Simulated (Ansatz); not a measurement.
Geometry optimisation, Ansatz 0.2.0, UKS r2SCANh-D4/def2-SVP.

Input file:

```yaml
crystal:
  periodic: [false, false, false]
  atoms:
    - { symbol: B, position_ang: [-0.4826, 1.2562, -0.5482] }
    - { symbol: B, position_ang: [0.3447, -0.106, -0.7217] }
    - { symbol: C, position_ang: [0.4655, -1.1829, 0.4025] }
    - { symbol: "N", position_ang: [0.0218, -1.0573, 1.5684] }
    - { symbol: H, position_ang: [-0.5863, 2.0485, -1.4844] }
    - { symbol: H, position_ang: [-1.1003, 1.5777, 0.4392] }
    - { symbol: H, position_ang: [0.9182, -0.2944, -1.7479] }
    - { symbol: H, position_ang: [1.1341, -2.0476, 0.1989] }
    - { symbol: H, position_ang: [-0.6266, -0.2404, 1.876] }
magnetization:
  spin_polarized: true
basis:
  gaussian: { orbitals: def2-SVP }
hamiltonian:
  xc: r2scanh
  dispersion: d4
relax:
  f_tol: 0.02
  max_steps: 50
```

Launched with:

```bash
$ ansatz run input.yaml --threads 2 --pin off --max-ram 3072MiB --backend cpu --events-out ev --progress --plain --runs-dir out
```

Q: Where does it end, and by what steps?

A: It converged. After 17 steps the energy has fallen by 1.091 eV; H7 moved furthest, 1.24 Å.

| step | energy less start (eV) | largest force component (eV/Å) | accepted |
| --- | --- | --- | --- |
| 0 | 0.0000 | 3.326 | yes |
| 1 | -0.3764 | 1.156 | yes |
| 2 | -0.4410 | 1.125 | yes |
| 3 | -0.6055 | 0.744 | yes |
| 4 | -0.7342 | 0.700 | yes |
| 5 | -0.8243 | 0.777 | yes |
| 6 | -0.9789 | 0.465 | yes |
| 7 | -1.0459 | 0.524 | yes |
| 8 | -1.0552 | 1.058 | yes |
| 9 | -1.0819 | 0.251 | yes |
| 10 | -1.0762 | 0.252 | no |
| 11 | -1.0877 | 0.053 | yes |
| 12 | -1.0895 | 0.147 | yes |
| 13 | -1.0897 | 0.091 | yes |
| 14 | -1.0909 | 0.071 | yes |
| 15 | -1.0908 | 0.066 | no |
| 16 | -1.0912 | 0.022 | yes |
| 17 | -1.0913 | 0.019 | yes |

```xyz
9
Properties=species:S:1:pos:R:3
B -0.616 1.265 -0.698
B 0.518 0.092 -0.485
C 0.219 -1.229 0.303
N 0.110 -1.288 1.577
H -1.268 1.329 -1.713
H -0.851 2.098 0.147
H 1.650 0.228 -0.899
H 0.150 -2.191 -0.243
H 0.175 -0.349 1.993
```

Whether the end is a true minimum wasn't checked by a vibrational analysis.

The run took 87 s on 2 threads of Intel(R) Xeon(R) Platinum 8488C (Sapphire Rapids), on a shared host, peak memory 0.28 GiB.
